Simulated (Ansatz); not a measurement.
System: SnS, charge 0, singlet. SnS (SMILES [S]=[Sn]).
B3LYP-D3(BJ)/def2-TZVP minimum from Ansatz (a program for electronic structure):
```
Sn
S 1 2.2226
```

Quantity: atomisation energy (electronic, to ground-state atoms), in kcal/mol. Radicals and triplets start from unrestricted determinants; spin-orbit coupling is neglected. Correlated methods leave the cores frozen (noble-gas shells, and filled d and f shells in the p block). Past Kr the def2 sets carry scalar-relativistic core potentials. CBS(X,Y): correlation extrapolated as X^-3, Hartree-Fock from the larger set. A bracket is a step between two methods taken in the basis named. Spin-orbit terms, left out, reach several kcal/mol for Br and I, and more for heavier atoms. The T1 diagnostic of SSn ([S]=[Sn], singlet) reaches 0.034 in the sets run.

CCSD(T)/CBS(def2-TZVPP,def2-QZVPP) + [CCSDT(Q) - CCSD(T)]/def2-QZVPP + [CCSDTQ - CCSDT(Q)]/def2-SVP (Ansatz) gives 117.4 kcal/mol.

**Question.** How far off this value is PBE/def2-TZVPD (Ansatz), in which direction, and how far these levels: PBE0/def2-TZVPD, CCSD(T)/CBS(def2-TZVPP,def2-QZVPP)?

**Answer.** PBE gives 123.2 kcal/mol, 5.8 kcal/mol above it. Differences of the others: PBE0/def2-TZVPD (Ansatz) -2.5; CCSD(T)/CBS(def2-TZVPP,def2-QZVPP) (Ansatz) -0.5 kcal/mol.
